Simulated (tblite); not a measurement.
Isomers of C9H13P. Computed with GFN2-xTB (tblite): harmonic, unscaled wavenumbers at the GFN2-xTB geometry, gas phase. Against measured fundamentals such values can be off by several per cent, at times by over 20. Modes of hydrogen on phosphorus can be 10 to 20 % off. One conformer each.

Electronic energies: GFN2-xTB at the same geometries; isomer energies are rough at this level and their order can be wrong.

```csv
SMILES,"electronic energy, lowest = 0 (kJ/mol)"
C=P(C)(C)c1ccccc1,161.6
C#CCP(/C=C\C)C(=C)C,318.6
C=C[C@H]1C=C[P@](=C)(C)C=C1,327.9
Cc1cc(C(C)C)ccp1,10.7
Cc1cpc(C)c(C)c1C,0.0
C#CP1CCCC[C@@H]1C=C,213.9
CCCPc1ccccc1,15.9
C#CCP1CCC=C1CC,191.8
```

**Question.** How do GFN2-xTB zero-point energies change the relative energies?

**Answer.** 
```json
{"SMILES": "Cc1cpc(C)c(C)c1C", "ZPE (kJ/mol)": "505.1", "of it from modes above 1550 cm⁻¹": "235.0", "electronic (kJ/mol)": "0.0", "with ZPE, lowest = 0 (kJ/mol)": "0.0", "lowest mode (cm⁻¹)": "74", "rings": "1"}
{"SMILES": "Cc1cc(C(C)C)ccp1", "ZPE (kJ/mol)": "505.4", "of it from modes above 1550 cm⁻¹": "244.2", "electronic (kJ/mol)": "10.7", "with ZPE, lowest = 0 (kJ/mol)": "10.9", "lowest mode (cm⁻¹)": "37", "rings": "1"}
{"SMILES": "CCCPc1ccccc1", "ZPE (kJ/mol)": "499.1", "of it from modes above 1550 cm⁻¹": "249.2", "electronic (kJ/mol)": "15.9", "with ZPE, lowest = 0 (kJ/mol)": "9.9", "lowest mode (cm⁻¹)": "22", "rings": "1"}
{"SMILES": "C=P(C)(C)c1ccccc1", "ZPE (kJ/mol)": "487.0", "of it from modes above 1550 cm⁻¹": "254.0", "electronic (kJ/mol)": "161.6", "with ZPE, lowest = 0 (kJ/mol)": "143.4", "lowest mode (cm⁻¹)": "26", "rings": "1"}
{"SMILES": "C#CCP1CCC=C1CC", "ZPE (kJ/mol)": "496.2", "of it from modes above 1550 cm⁻¹": "257.7", "electronic (kJ/mol)": "191.8", "with ZPE, lowest = 0 (kJ/mol)": "182.9", "lowest mode (cm⁻¹)": "43", "rings": "1"}
{"SMILES": "C#CP1CCCC[C@@H]1C=C", "ZPE (kJ/mol)": "499.5", "of it from modes above 1550 cm⁻¹": "257.6", "electronic (kJ/mol)": "213.9", "with ZPE, lowest = 0 (kJ/mol)": "208.3", "lowest mode (cm⁻¹)": "59", "rings": "1"}
{"SMILES": "C#CCP(/C=C\\C)C(=C)C", "ZPE (kJ/mol)": "484.8", "of it from modes above 1550 cm⁻¹": "270.0", "electronic (kJ/mol)": "318.6", "with ZPE, lowest = 0 (kJ/mol)": "298.3", "lowest mode (cm⁻¹)": "10", "rings": "0"}
{"SMILES": "C=C[C@H]1C=C[P@](=C)(C)C=C1", "ZPE (kJ/mol)": "484.0", "of it from modes above 1550 cm⁻¹": "264.6", "electronic (kJ/mol)": "327.9", "with ZPE, lowest = 0 (kJ/mol)": "306.7", "lowest mode (cm⁻¹)": "34", "rings": "1"}
```

The zero-point energies span 21.4 kJ/mol, from `C=C[C@H]1C=C[P@](=C)(C)C=C1` to `Cc1cc(C(C)C)ccp1`. The lowest isomer stays, but the order above it changes.

**Question.** What do entropy and thermal enthalpy add at 298.15 K and 1 bar (rigid rotor, harmonic oscillator, one conformer each)?

**Answer.** 
| SMILES | point group | symmetry number | S (J/(mol K)) | H − H(0) (kJ/mol) | ZPE + H − H(0) − TS (kJ/mol) |
| --- | --- | --- | --- | --- | --- |
| Cc1cpc(C)c(C)c1C | C1 | 1 | 428.9 | 32.15 | 409.4 |
| Cc1cc(C(C)C)ccp1 | Cs | 1 | 438.2 | 32.19 | 406.9 |
| C=P(C)(C)c1ccccc1 | C1 | 1 | 441.0 | 33.21 | 388.7 |
| C#CCP1CCC=C1CC | C1 | 1 | 450.3 | 33.69 | 395.7 |
| C#CP1CCCC[C@@H]1C=C | C1 | 1 | 434.4 | 32.21 | 402.2 |
| C=C[C@H]1C=C[P@](=C)(C)C=C1 | C1 | 1 | 447.8 | 33.88 | 384.3 |

Not tabulated: `CCCPc1ccccc1` (lowest mode only 22 cm⁻¹); `C#CCP(/C=C\C)C(=C)C` (lowest mode only 10 cm⁻¹).
